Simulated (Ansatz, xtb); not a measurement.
Relaxing a trial structure of CHGeO

The starting geometry of this gas-phase doublet was built from a drawn formula by distance geometry and a force field; its bonds are those of `[C]1=[GeH][O]1`.

```
atom    x (Å)    y (Å)   z (Å)
   C  -3.3485   0.2259  1.0468
  Ge  -1.6146  -0.1348  0.4637
   O  -2.7103   1.2179  0.3647
   H  -0.3570  -0.9015  0.2016
```

Problem. Predict what becomes of its bonds when it is optimised with r2SCAN-D4/def2-SVP.

Solution. A bond breaks, giving a structure given below by its coordinates. Distances that change by over a tenth: C1–Ge2 (1.86 → 2.28 Å), C1–O3 (1.36 → 1.16 Å). Contacts that open: Ge2–O3 (1.74 → 2.52 Å).

The energy falls by 3.74 eV over 14 steps:

| step | E − E(last) (eV) |
| --- | --- |
| 1 | 3.744 |
| 2 | 3.038 |
| 4 | 1.461 |
| 5 | 0.812 |
| 7 | 0.139 |
| 8 | 0.053 |
| 10 | 0.025 |
| 11 | 0.008 |
| 13 | 0.000 |
| 14 | 0.000 |

Final geometry (Å):

```csv
atom,x (Å),y (Å),z (Å)
C,-3.2285,0.2726,0.4658
Ge,-1.2761,-0.5124,1.3483
O,-2.7341,1.3256,0.4243
H,-0.7918,-0.6782,-0.1616
```

From the same start GFN2-xTB reaches the same bonding as this run.

The end wasn't checked by frequencies. Open shells are spin-unrestricted. Run with Ansatz 0.2.0, 70 s on 1 thread of Arm Neoverse V2 (shared host).
